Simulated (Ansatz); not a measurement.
```xyz
10

C     1.267    3.233   -0.095
C     0.630    2.248    0.174
O    -0.071    1.224    0.487
In    0.101   -0.627   -0.303
C    -1.161   -2.195    0.345
F     1.517   -0.609   -1.623
H     1.831    4.100   -0.333
H    -1.833   -2.464   -0.470
H    -0.550   -3.056    0.611
H    -1.732   -1.853    1.205
```

The species carries charge 0 and has multiplicity 1. In takes the def2 core potential.

Task: List the PBE0/def2-TZVPP orbital energies in eV (the Gaussian-basis code of Ansatz). (Best estimate.)

Result: Ansatz gave: Occupied: -672.47, -523.55, -279.41, -279.01, -277.01, -129.33, -85.87, -85.58, -85.51, -31.15, -29.32, -22.64, -22.46, -22.39, -22.35, -22.11, -20.16, -19.92, -15.25, -13.56, -12.63, -12.55, -12.31, -11.45, -11.31, -10.60, -10.57, -9.71, -6.57, -6.46. Lowest empty: -1.95, -1.47, 0.37, 0.55, 1.67, 2.10, 2.45, 2.89.
